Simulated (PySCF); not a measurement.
# Simulated characterisation data

Method: shieldings: GIAO PBE0/pcSseg-1, geometry from GFN2-xTB, in PySCF 2.14.0 with density-fitted response routines (no relativistic terms, gas phase, single conformer, fast rotation and ring inversion assumed for equivalent nuclei).

Shifts are taken against calculated references (same method and geometry level): 1H (σ = 31.72 ppm) and 13C (σ = 186.93 ppm) against TMS. Where no couplings were computed, multiplicities follow the n + 1 count of equivalent neighbours, and m marks all less simple cases (inequivalent or close neighbours, rings, F or P nearby). Shifts are as computed. Against solution values, carbons near 30 ppm lie about +3 ppm off and those near 130 ppm about +5 ppm. Of 1211 compounds with measured shifts, 218 miss one by over three times the rms of a fit or turn the order of signals round; such compounds aren't used in these exercises. OH and NH positions are gas-phase values without hydrogen bonding to other molecules.

**1.** SMILES c1cc(N)cc2c1CC=C2, C9H9N. 1H NMR (600 MHz, computed): δ 7.50 (d, 1H), 7.01 (d, 1H), 6.85 (s, 1H), 6.72 (m, 1H), 6.58 (d, 1H), 3.40 (m, 2H), 3.36 (br s, 2H). 13C{1H} NMR (computed): δ 151.8 (C), 151.3 (C), 143.2 (CH), 139.6 (CH), 137.6 (C), 129.8 (CH), 113.7 (CH), 109.6 (CH), 42.2 (CH2).

**2.** SMILES CC1=C(C#N)C=CC12CC2, C9H9N. 1H NMR (600 MHz, computed): δ 6.78 (d, 1H), 6.24 (d, 1H), 2.09 (s, 3H), 1.72 (m, 2H), 1.42 (m, 2H). 13C{1H} NMR (computed): δ 171.2 (C), 146.0 (CH), 137.4 (CH), 121.1 (C), 117.1 (C), 43.7 (C), 20.0 (CH2), 13.8 (CH3).
